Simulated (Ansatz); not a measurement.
**Relative stability**

The two ends of one reaction step of SiH₃SF₃, closed shell (PBE0-D4/def2-TZVP).

A:

Si1  (-0.487, 0.336, -1.272)
F2  (1.058, 0.045, -1.181)
F3  (-1.280, -1.011, -1.122)
F4  (-0.887, 1.311, -0.102)
H5  (-0.797, 0.957, -2.559)
H6  (1.696, -0.765, 1.656)
S7  (0.470, -1.071, 2.107)
H8  (0.229, 0.197, 2.473)
(Å)

B:

Si1  (-0.952, 0.257, -0.361)
F2  (2.449, -0.856, -0.587)
F3  (-1.516, -1.030, -1.081)
F4  (-2.171, 1.182, 0.036)
H5  (-0.072, 1.015, -1.259)
H6  (1.828, -0.864, 0.110)
S7  (0.012, -0.467, 1.391)
H8  (0.422, 0.763, 1.752)
(Å)

Program: Ansatz 0.2.0. Basis: def2-TZVPP. Cores are frozen in the correlated methods. B3LYP uses VWN-RPA correlation.

Q: Which structure is lower at CCSD(T), and by how much? (Judge from chemistry; the value comes from the calculation.)

A: By the calculation: A, by 0.952 eV (electronic energy, against the other). By their contacts, A is a complex of SiHF₃ ([F][SiH]([F])[F]) + H₂S and B is a complex of SiH₂SF₂ ([F][SiH]([F])[SH]) + HF.

All methods give the same order:

```csv
method,E(B) − E(A) (eV)
SPW92,0.691
PBE-D4,0.711
BLYP-D4,0.862
r2SCAN-D4,0.888
B97M-V,0.961
PBE0-D4,0.776
B3LYP-D4,0.911
r2SCAN0-D4,0.903
BHLYP-D4,1.000
CAM-B3LYP-D4,0.975
wB97X-V,0.908
wB97M-V,0.915
B2PLYP,0.947
PBE-QIDH,0.856
RPA on PBE,0.995
HF,1.197
MP2,0.906
CCSD,0.999
CCSD(T),0.952
```

No T1 diagnostic of these runs exceeds 0.012.

Labels in which every atom is bracketed show which atoms are joined, not bond orders.

For scale, one of the runs: CCSD(T)/def2-TZVPP, 219 basis functions, launched by `ansatz run in.yaml --threads 4 --pin off --events-out ev --progress --plain --max-ram 9574MiB`. Hardware: 4 CPU threads of an Arm Neoverse V2, shared host. Wall time 87 s; peak host memory 3.4 GiB.
